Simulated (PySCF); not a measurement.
Molecule: sum formula SiN$_{2}$H$_{4}$Br$_{2}$, charge 0, multiplicity 1. 
Structure (B3LYP-D3(BJ)/def2-TZVP (Ansatz) minimum search):
```xyz
9

Si     0.0041    -0.7417     0.0331
Br    -0.0880     0.5217    -1.8171
Br     0.0815     0.6825     1.7634
N      1.3802    -1.7114     0.2187
N     -1.3613    -1.7390    -0.0647
H      1.5669    -2.4490    -0.4435
H      2.2213    -1.3352     0.6254
H     -2.2063    -1.4098    -0.5029
H     -1.5403    -2.4167     0.6607
```
Charge 0, spin multiplicity 1.

Dispersion corrections to the total energy (kcal/mol) from the dftd3 and dftd4 libraries through PySCF: D3(BJ) without and D4 with the three-body term, each with the damping fitted for the functional named.

| functional | D3(BJ) | D4 |
|---|---|---|
| revPBE | -15.11 | … |
| PW6B95 | -4.25 | -5.49 |
| BLYP | … | -14.91 |
| B3LYP | -12.16 | -11.37 |
| HF | -45.71 | -21.78 |
| r2SCAN | -1.86 | -1.59 |
| B2PLYP | -6.22 | … |

Fill in the missing entries.


- revPBE, D4: -18.00
- BLYP, D3(BJ): -14.62
- B2PLYP, D4: -4.86
